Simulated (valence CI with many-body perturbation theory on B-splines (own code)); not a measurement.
**Questions on Ag39+**

Method: configuration interaction combined with many-body perturbation theory (CI+MBPT): six valence electrons over a frozen Dirac-Fock core [He], a basis of 9 s, 9 p, 8 d, 6 f, 3 g, 1 h functions for each j, with the one-electron correlation potential Σ1, the two-electron term Σ2, the three-electron term Σ3, Breit, model QED; selected CI, second order for the rest, scaled by the run's own slope (own B-spline code, finite nucleus).

No measured spectrum was set against this ion. As an estimate, large intervals hold to a few tenths of a per cent, small ones and those within an open d or f shell to about a per cent. Among the levels kept, up to 2200 cm⁻¹ of a level comes from second order outside the variational space, and about a tenth of that is noise between levels of different J, which matters for small intervals.

Levels are named by their leading jj configuration (3d3/2^4 stands for four electrons in 3d with j = 3/2), which in mixed levels can hold well under half, so a name can repeat and another be missing.

Rates and lifetimes use the calculated energies. Strong lines usually hold to 10 to 20 %, long lifetimes can be off by a factor of two.

Problem. What is the ground level?

Solution. (2s^2 2p1/2^2 2p3/2^2) J=2, composition 72 % 2s²2p⁴ ³P + 28 % 2s²2p⁴ ¹D, g = 1.349.

Problem. Where does the other parity begin?

Solution. At (2s 2p1/2^2 2p3/2^3) J=2, 395.5 eV.

Problem. Among levels below 3700.2 eV, which E1 lines absorb most strongly from the ground level?

Solution. to (2s^2 2p1/2^2 2p3/2 3d5/2) J=3 at 0.3534 nm, f = 0.697; to (2s^2 2p1/2 2p3/2^2 3d3/2) J=3 at 0.3377 nm, f = 0.578; to (2s^2 2p1/2^2 2p3/2 3d5/2) J=2 at 0.3545 nm, f = 0.228.

Problem. What is the ionisation energy?

Solution. 5963.2 eV; NIST lists 5966 ± 12 eV (semi-empirical).

Problem. What are the static dipole polarisabilities of the lowest levels?

Solution. (2s^2 2p1/2^2 2p3/2^2) J=2 0.000610 (tensor 4.9e-05); (2s^2 2p1/2^2 2p3/2^2) J=0 0.000563; (2s^2 2p1/2 2p3/2^3) J=1 0.000768 (tensor -9.4e-05); (2s^2 2p1/2 2p3/2^3) J=2 0.000719 (tensor -0.00017) bohr³, of which the core gives 1.68e-06.
